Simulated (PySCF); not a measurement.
Telling isomers of C5H9N3OSi apart by NMR

Theoretical values (PySCF 2.14): structure optimised with GFN2-xTB, NMR shieldings at PBE0/pcSseg-1/GIAO. In vacuum, fast rotation and ring inversion assumed for equivalent nuclei, non-relativistic Hamiltonian, one conformer.

Chemical shifts δ = σref − σ; ¹H and ¹³C against TMS, all at this level. Where no couplings were computed, multiplicities follow the n + 1 count of equivalent neighbours, and m marks all less simple cases (inequivalent or close neighbours, rings, F or P nearby). Shifts are as computed. Against solution values, carbons near 30 ppm lie about +3 ppm off and those near 130 ppm about +5 ppm. Of 1211 compounds with measured shifts, 218 miss one by over three times the rms of a fit or turn the order of signals round; such compounds aren't used in these exercises.

(1) Tabulate the signals of `C[SiH2]Oc1nncnc1C`, `CCc1ncnnc1O[SiH3]`, `CC(=O)c1nn(C)nc1[SiH3]`, `Cc1ncnnc1OC[SiH3]`, `Cc1ncnnc1CO[SiH3]` and their relative energies.

(2) What is the quickest way to tell Cc1ncnnc1OC[SiH3] from Cc1ncnnc1CO[SiH3]?

(3) What is the quickest way to tell C[SiH2]Oc1nncnc1C from Cc1ncnnc1CO[SiH3]?

(4) What is the quickest way to tell C[SiH2]Oc1nncnc1C from CCc1ncnnc1O[SiH3]?

## Answers

(1) 
```tsv
SMILES	carbon types	δC	δH	E rel. (kcal/mol)
C[SiH2]Oc1nncnc1C	2×C 1×CH 2×CH3	169.6, 158.3, 156.5, 22.9, -2.3	9.50 (s, 1H), 5.36 (q, 2H), 2.69 (s, 3H), 0.71 (t, 3H)	0.0
CCc1ncnnc1O[SiH3]	2×C 1×CH 1×CH2 1×CH3	168.7, 161.1, 158.7, 32.1, 15.0	9.55 (s, 1H), 5.21 (s, 3H), 3.00 (q, 2H), 1.36 (t, 3H)	12.0
CC(=O)c1nn(C)nc1[SiH3]	3×C 2×CH3	199.3, 158.6, 152.6, 41.7, 29.1	4.61 (s, 3H), 4.37 (s, 3H), 2.72 (s, 3H)	22.0
Cc1ncnnc1OC[SiH3]	2×C 1×CH 1×CH2 1×CH3	169.4, 158.0, 156.7, 58.5, 22.4	9.38 (s, 1H), 4.43 (m, 3H), 4.34 (m, 2H), 2.63 (s, 3H)	41.9
Cc1ncnnc1CO[SiH3]	2×C 1×CH 1×CH2 1×CH3	165.9, 164.3, 163.4, 71.2, 23.5	9.87 (s, 1H), 5.49 (s, 2H), 4.53 (s, 3H), 2.96 (s, 3H)	25.2
```

Energies are electronic energies at PBE0/pcSseg-1 on these geometries, without zero-point or thermal terms, each for the one conformer computed, which needn't be the lowest.

(2) Both give the same number of carbon signals, with the same numbers of each carbon type, so the positions decide. The first has an sp3 CH2 bonded to O and Si at 58.5 ppm, the second an sp3 CH2 bonded to O, on an aromatic ring at 71.2 ppm. Their most deshielded carbons lie at 169.4 and 165.9 ppm. In the proton spectra the most deshielded non-exchanging signals are 9.38 (s, 1H) and 9.87 (s, 1H).

(3) Both give the same number of carbon signals, but DEPT or the intensities differ. The first has a methyl carbon bonded to Si (CH3) at -2.3 ppm, the second an sp3 CH2 bonded to O, on an aromatic ring at 71.2 ppm. Their most deshielded carbons lie at 169.6 and 165.9 ppm.

(4) Both give the same number of carbon signals, but DEPT or the intensities differ. The first has a methyl carbon bonded to Si (CH3) at -2.3 ppm, the second an sp3 CH2 on an aromatic ring at 32.1 ppm. Their most deshielded carbons lie at 169.6 and 168.7 ppm.
